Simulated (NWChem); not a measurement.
NWChem input wanted

CH3FGaO: 7 atoms, total charge 0, spin state doublet. As SMILES, `C[O][Ga][F]`. The shape comes from GFN2-xTB, which is rough for such elements, and wasn't checked as a minimum. This is one conformer, not always the lowest.

```tsv
atom	x (Å)	y (Å)	z (Å)
C	0.6929	-0.1449	-0.5694
O	0.3317	-0.6548	0.6783
Ga	-1.1916	-0.2429	1.6997
F	-2.2262	1.0517	0.9036
H	0.6175	-0.9301	-1.3276
H	0.0549	0.6924	-0.8782
H	1.7209	0.2286	-0.5064
```

Settings wanted:

```
task                      : gradient
method                    : HF
basis set                 : def2-SVP
integral approximation    : none
reference                 : UHF
relativity                : none
SCF convergence threshold : 1e-08
iteration cap             : 80
module                    : scf
```

Problem. Give an NWChem 7.3.0 job that does this.

Solution. This one ran through:

work.xyz:
```
7

C      0.692860    -0.144950    -0.569380
O      0.331680    -0.654790     0.678270
Ga    -1.191570    -0.242890     1.699700
F     -2.226240     1.051670     0.903620
H      0.617520    -0.930070    -1.327600
H      0.054850     0.692390    -0.878180
H      1.720910     0.228640    -0.506420
```

run.py:
```python
from ase.io import read
from ase.calculators.nwchem import NWChem

molecule = read('work.xyz')

calc = NWChem(
    label='work',
    theory='scf',
    memory='2200 mb',
    basis='def2-SVP',
    basispar='spherical bse',
    scf={'nopen': '1', 'uhf': None, 'thresh': '1e-08', 'maxiter': '80', 'print': 'low'},
)
molecule.calc = calc

forces = molecule.get_forces()
print(f"energy = {molecule.get_potential_energy():.6f} eV")
print("forces (eV/A):")
for s, f in zip(molecule.symbols, forces):
    print(f"{s:2s} {f[0]:10.5f} {f[1]:10.5f} {f[2]:10.5f}")
```

```bash
$ export ASE_NWCHEM_COMMAND="nwchem PREFIX.nwi > PREFIX.nwo"
$ python run.py
```

Calculated total energy: -2136.76929 Eh, largest force 2.672 eV/Å. The shape is far from stationary at this level.
